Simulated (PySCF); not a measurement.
C6H4F2O.
Numbering: `[CH3:1][O:2][C:3]([F:4])=[C:5]=[C:6]=[C:7]=[CH:8][F:9]` (hydrogens: H10, H11, H12 on C1; H13 on C8)

Computed by this run: PySCF, PBE0-D3(BJ)/def2-SVP geometry optimisation, gas phase; density fitting, grid level 2; the optimiser is geomeTRIC in internal coordinates, started from a GFN2-xTB structure.

At the end of the run (lengths in Å): C3–F4 1.315, O2–C3 1.319, C8–F9 1.331, C8–H13 1.096, C6=C7 1.283, C3=C5 1.326, C5=C6 1.277, C3–C5–C6 179.6°, F4–C3–C5 122.4°, C5–C6–C7 179.9°, O2–C3–C5 127.8°, C1–O2–C3–F4 180°.

Question: These geometries were met on the way; a selection of coordinates is given. Order them by energy above the end point, lowest first.
A. C3–F4 1.315, O2–C3 1.320, C8–F9 1.331, C8–H13 1.096, C6=C7 1.284, C3=C5 1.326, C5=C6 1.278, C3–C5–C6 175.9°, F4–C3–C5 122.5°, C5–C6–C7 179.5°, O2–C3–C5 127.9°, C1–O2–C3–F4 180°
B. C3–F4 1.308, O2–C3 1.321, C8–F9 1.328, C8–H13 1.099, C6=C7 1.283, C3=C5 1.325, C5=C6 1.277, C3–C5–C6 173.5°, F4–C3–C5 125.0°, C5–C6–C7 179.3°, O2–C3–C5 126.4°, C1–O2–C3–F4 180°
C. C3–F4 1.342, O2–C3 1.340, C8–F9 1.348, C8–H13 1.082, C6=C7 1.270, C3=C5 1.315, C5=C6 1.267, C3–C5–C6 178.1°, F4–C3–C5 121.6°, C5–C6–C7 178.1°, O2–C3–C5 128.3°, C1–O2–C3–F4 180°

Answer: A (0.002 eV), B (0.017 eV), C (0.064 eV).

```tsv
step	E above end (eV)	rms distance from the end, all atoms (Å)	largest force (eV/Å)	rms shift of all bonds from the end (Å)
5	0.002	0.060	0.123	0.000
1	0.017	0.126	0.482	0.002
0	0.064	0.051	1.601	0.014
```

Rows stand in the order of the answer.
